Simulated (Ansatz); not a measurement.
Consider the substitution at a C–C bond: `CC[O][SnH3]` + `O[SiH3]` → `CO[SiH3]` + `C[O][SnH3]`.

Computed with Ansatz on PBE0-D4/def2-TZVP structures; ΔE is electronic, products minus reactants. CBS: MP2 limit from def2 TZ/QZ plus the TZ coupled-cluster correction, frozen cores. Functionals use def2-TZVPP. HSE06 is defined as in plane-wave codes. def2 core potentials past Kr. For Sn outer-core shells are correlated without core-valence functions, which leaves a few kJ/mol of doubt a bond. One conformer a species, not always the lowest.

(1) Is it downhill or uphill in electronic energy at CCSD(T)/CBS, and by how much? (An estimate is asked.)

(2) What do these levels give: LDA (SPW92), r2SCANh-D4, r2SCAN0-D4, PBE-QIDH, PBE, HSE06, BHLYP, CAM-B3LYP, RPA@PBE/def2-TZVPP, HF/def2-SVP, CCSD(T)/def2-SVP, MP2/def2-QZVPP? (Best estimate.)

Largest T1 diagnostic among the species: 0.013.

## Answers

(1) The calculation gave: Uphill: ΔE = +71.1 kJ/mol.

(2) Computed: LDA (SPW92) 70.1, r2SCANh-D4 67.7, r2SCAN0-D4 68.5, PBE-QIDH 70.5, PBE 64.8, HSE06 66.7, BHLYP 62.0, CAM-B3LYP 62.3, RPA@PBE/def2-TZVPP 62.8, HF/def2-SVP 52.8, CCSD(T)/def2-SVP 62.3, MP2/def2-QZVPP 75.1 kJ/mol.

In def2-TZVPP, CCSD(T) changes the Hartree–Fock value by +11.0 kJ/mol (the triples alone add +0.9 kJ/mol) and MP2 by +16.1 kJ/mol. From BLYP to BHLYP (50 % exact exchange), in def2-TZVPP and without D4, ΔE moves by +3.6 kJ/mol. Leaving LDA and LC-ωPBE aside and taking each functional with its dispersion term where it has one, the values, not all of them listed here, spread over 11.7 kJ/mol, from BLYP-D4 to PBE-QIDH. LDA lies +5.3 kJ/mol from PBE without D4.
